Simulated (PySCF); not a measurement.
C5H7OSi (doublet state).
Structure used (GFN2-xTB), in Å, numbered top down from 1:
```
atom  x, y, z in Å
Si1    3.0321    0.2183   -0.0277
O2     1.7236   -0.6604   -0.4425
C3     0.4089   -0.3895   -0.3236
C4    -0.1907    0.7029    0.1774
C5    -1.6715    0.5296    0.0911
C6    -1.8110   -0.8204   -0.5328
C7    -0.6007   -1.3390   -0.7660
H8     3.1085    0.4243    1.4114
H9     3.1240    1.4461   -0.8045
H10    0.2875    1.5752    0.5822
H11   -2.1394    1.3052   -0.5198
H12   -2.1457    0.5679    1.0746
H13   -2.7638   -1.2696   -0.7439
H14   -0.3624   -2.2910   -1.2031
```

The hyperfine couplings belong to this conformer and change with its torsions.

As a line formula: `O(C1=CCC=C1)[SiH2]` [radical].

Level of theory: UKS B3LYP, pcH-1 on C H O Si, non-relativistic, mean-field spin-orbit, GIAO (PySCF). Isolated species at its GFN2-xTB geometry (one conformer only). A GFN2-xTB geometry isn't a minimum of the functional, and hyperfine couplings can be far from their values at a DFT geometry, by a factor of two or more for some ions and for spin on atoms past the first row. The SCF solution wasn't tested for stability.

Principal values of hyperfine tensors in MHz (contact, dipolar and spin–orbit terms together), for some of the nuclei:

```json
{"atom": "Si1", "isotope": "29Si", "A1": "-784.68", "A2": "-529.34", "A3": "-529.31", "alike by the symmetry of this geometry": "none"}
{"atom": "H9", "isotope": "1H", "A1": "65.99", "A2": "76.48", "A3": "83.85", "alike by the symmetry of this geometry": "H8"}
{"atom": "C3", "isotope": "13C", "A1": "25.69", "A2": "26.28", "A3": "33.60", "alike by the symmetry of this geometry": "none"}
{"atom": "C6", "isotope": "13C", "A1": "1.17", "A2": "1.46", "A3": "1.65", "alike by the symmetry of this geometry": "none"}
{"atom": "C7", "isotope": "13C", "A1": "-1.47", "A2": "-1.23", "A3": "-0.49", "alike by the symmetry of this geometry": "none"}
{"atom": "H10", "isotope": "1H", "A1": "-1.57", "A2": "-0.63", "A3": "4.08", "alike by the symmetry of this geometry": "none"}
{"atom": "C4", "isotope": "13C", "A1": "-2.24", "A2": "-0.05", "A3": "0.50", "alike by the symmetry of this geometry": "none"}
{"atom": "H13", "isotope": "1H", "A1": "0.10", "A2": "0.13", "A3": "1.15", "alike by the symmetry of this geometry": "none"}
```

Give the isotropic coupling of each nucleus in MHz and in mT (g = 2.0026), and the anisotropic part.

a_iso is a third of the trace, T = A − a_iso, and a(mT) = a(MHz)/(g × 13.996). The tensors hold a spin–orbit part: the run splits a_iso into a_FC + a_SO, and T includes its anisotropic share.

```csv
atom,a_iso (MHz),a_FC,a_SO,a_iso (mT),T1,T2,T3
Si1,-614.44,-615.54,1.10,-21.922,-170.23,85.11,85.13
H9,75.44,75.43,0.01,2.691,-9.45,1.04,8.41
C3,28.52,28.53,0.00,1.018,-2.83,-2.24,5.07
C6,1.43,1.43,0.00,0.051,-0.25,0.03,0.23
C7,-1.06,-1.06,0.00,-0.038,-0.41,-0.16,0.57
H10,0.63,0.63,0.00,0.022,-2.19,-1.26,3.45
C4,-0.60,-0.59,0.00,-0.021,-1.65,0.55,1.10
H13,0.46,0.46,0.00,0.016,-0.36,-0.33,0.69
```

What spin density at the nucleus of Si1 lies behind its contact coupling (g_N = -1.11058)?

a_FC = (2μ0/3) gₑ μB g_N μN ρ(0)/(2S·h) = 800.24 MHz × g_N × ρ(0)/(2S), with ρ in bohr⁻³. With a_FC = -615.54 MHz and 2S = 1, ρ(0) = 0.6926 bohr⁻³. The nuclear moment is negative, so coupling and spin density have opposite signs.

O2 (17O, g_N = -0.75752) isn't in the table. Its spin density at the nucleus is 0.1331 bohr⁻³. What is its contact coupling?

By the same relation, a_FC = -80.7 MHz. The spin–orbit term adds -0.06 MHz. Its full tensor has the principal values -90.45, -76.21, -75.51 MHz.

Which nucleus of the table has the largest anisotropic coupling, and what is its form?

Si1: -170.2, 85.1, 85.1 MHz (the dipolar term alone has -169.2, 84.4, 84.8), axial, in the ratio +1:+1:−2, the form that spin in one p orbital centred on that nucleus gives (the nuclear moment is negative).

What first-order splitting does C3 cause when the field lies along A1, A2 or A3 of its tensor (g taken as isotropic, no quadrupole term)?

2 lines (I = 1/2), spaced by |A_i|/(g × 13.996): 0.92, 0.94, 1.20 mT along the axes of A1, A2 and A3.

On one thread of an Arm Neoverse N1, shared host with 64 logical CPUs at a one-minute load of 39, this took 93 s of wall time (with the writing of density and orbital grids) and 0.99 GiB of memory at its peak.
